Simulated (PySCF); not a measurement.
**A small calculation by hand: entropy of an ideal gas**

1,2,4-triazole (C₂H₃N₃), SMILES n1cnc[nH]1.

Geometry: PBE-D3(BJ)/def2-SVP.

PySCF with PBE-D3(BJ)/def2-SVP gives the harmonic wavenumbers 594, 672, 691, 805, 867, 931, 969, 1069, 1118, 1178, 1233, 1302, 1368, 1424, 1510, 3181, 3185, 3547 cm⁻¹ and the rotational temperatures 0.4893, 0.4665, 0.2388 K. The molar mass is 69.07 g/mol, the symmetry number 1, the spin multiplicity 1.

Question: Work out the entropy at 298.15 K and 1 atm in the rigid-rotor, harmonic-oscillator model.

Answer: 
Translation (Sackur–Tetrode at 1 atm): S = R[1.5 ln M + 2.5 ln T − 1.16487] = 161.6 J/(mol K).
Rotation: q = (√π/σ) T^1.5/√(θA θB θC) = 39100, S = R[ln q + 3/2] = 100.4 J/(mol K).
Vibration: with u = 1.4388 ν/T, each mode gives R[u/(e^u − 1) − ln(1 − e^−u)]:
```json
[
 {"ν (cm⁻¹)": "594", "modes": "1", "u": "2.87", "S (J/(mol K))": "1.93"},
 {"ν (cm⁻¹)": "672", "modes": "1", "u": "3.24", "S (J/(mol K))": "1.43"},
 {"ν (cm⁻¹)": "691", "modes": "1", "u": "3.33", "S (J/(mol K))": "1.33"},
 {"ν (cm⁻¹)": "805", "modes": "1", "u": "3.88", "S (J/(mol K))": "0.85"},
 {"ν (cm⁻¹)": "867", "modes": "1", "u": "4.18", "S (J/(mol K))": "0.67"},
 {"ν (cm⁻¹)": "931", "modes": "1", "u": "4.49", "S (J/(mol K))": "0.52"},
 {"ν (cm⁻¹)": "969", "modes": "1", "u": "4.68", "S (J/(mol K))": "0.44"},
 {"ν (cm⁻¹)": "1069", "modes": "1", "u": "5.16", "S (J/(mol K))": "0.30"},
 {"ν (cm⁻¹)": "1118", "modes": "1", "u": "5.40", "S (J/(mol K))": "0.24"},
 {"ν (cm⁻¹)": "1178", "modes": "1", "u": "5.68", "S (J/(mol K))": "0.19"},
 {"ν (cm⁻¹)": "1233", "modes": "1", "u": "5.95", "S (J/(mol K))": "0.15"},
 {"ν (cm⁻¹)": "1302", "modes": "1", "u": "6.28", "S (J/(mol K))": "0.11"},
 {"ν (cm⁻¹)": "1368", "modes": "1", "u": "6.60", "S (J/(mol K))": "0.09"},
 {"ν (cm⁻¹)": "1424", "modes": "1", "u": "6.87", "S (J/(mol K))": "0.07"},
 {"ν (cm⁻¹)": "1510", "modes": "1", "u": "7.29", "S (J/(mol K))": "0.05"}
]
```
The stiffer modes add less than 0.005 each. Sum 8.3 J/(mol K).
Spin: R ln 1 = 0.0 J/(mol K).
Total 270.3 J/(mol K); the program's own thermochemistry gives 270.3. Translation makes up 60 % and vibration 3 %. Anharmonicity, hindered rotation and orbital degeneracy are left out.
